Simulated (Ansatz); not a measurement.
System: C3Si, net charge 0, singlet state. 
Structure (B3LYP-D3(BJ)/def2-TZVP (Ansatz, an electronic-structure program) minimum search):
SMILES: [C]1[c+]2[si-2][c+]21
```xyz
4

Si    -1.1780     0.0195     0.0025
C      0.5192     0.7250     0.0011
C      0.4949    -0.7417    -0.0032
C      1.7345    -0.0287    -0.0036
```
Charge 0, spin multiplicity 1.

Property: vertical electron affinity (to the doublet state of charge -1; a negative value means that the extra electron is unbound and the number depends on the basis; each state is the SCF solution reached for its spin; for the singlet the Hartree-Fock reference is unstable and T1 is 0.016), in eV. Cores are frozen in the correlated levels unless marked. Open shells are spin-unrestricted. No spin-orbit coupling. No relativistic terms. Anions need diffuse functions: aug- sets have them; def2-D sets add few. CBS(X,Y): correlation extrapolated as X^-3; Hartree-Fock from the larger set. The bracket is a focal-point correction in the basis named.

| level | program | vertical electron affinity (eV) |
|---|---|---|
| r2SCAN/def2-TZVPD | Ansatz | [?] |
| PBE0/def2-TZVPD | Ansatz | 2.00 |
| RI-MP2/CBS(aug-cc-pV(T+d)Z,aug-cc-pV(Q+d)Z)+[CCSD(T)-MP2]/aug-cc-pV(T+d)Z | Ansatz | [?] |

Fill in the missing entries.


- r2SCAN/def2-TZVPD, vertical electron affinity (eV): 2.14
- RI-MP2/CBS(aug-cc-pV(T+d)Z,aug-cc-pV(Q+d)Z)+[CCSD(T)-MP2]/aug-cc-pV(T+d)Z, vertical electron affinity (eV): 1.87
